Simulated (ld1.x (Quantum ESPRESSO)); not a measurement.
## PBE TM dataset for Ta, scalar-relativistic all-electron reference.

ld1.x (Quantum ESPRESSO) 7.5 input, shortened:

```
&input
   title='Ta', zed=73., rel=1, dft='PBE', iswitch=3,
   config='[Xe] 4f14 5d3 6s1.5 6p0'
 /
 &inputp
   pseudotype=2, tm=.true., lloc=0,
   nlcc=.true., new_core_ps=.true., rcore=1.60
 /
3
6P  2  1   0.00   0.00  3.10  3.10  0.0
5D  3  2   3.00   0.00  1.95  1.95  0.0
6S  1  0   1.50   0.00  2.60  2.60  0.0
 &test
   configts(1)='5d3 6s1.5 6p0'
 /
```

Poles of the logarithmic derivatives, all-electron (AE) and pseudo (PS). s: poles at 0.4 (AE) and 0.4, 4.2 (PS) Ry. p: poles at 1.5 (AE) and 1.3 (PS) Ry. d: poles at -0.3, 3.4 (AE) and -0.3, 4.1 (PS) Ry. Test radius 3.33 bohr.

- Cutoffs needed: 30 Ry and 35 Ry (the cutoffs (Ry, on a coarse ladder) from which the occupation-weighted sum of valence levels, in a spherical-Bessel basis at the reference potential, stays within 10 and 1 mRy of its value at 400 Ry)
- Ghost test: no extra level below or beside the all-electron valence levels (p, d, s, f tested) (spherical-Bessel basis up to 400 Ry, 20 bohr box)
- Largest excitation error: -222 meV (all-electron minus pseudo) for 5d2 6s0 6p0, out of 7 test configurations
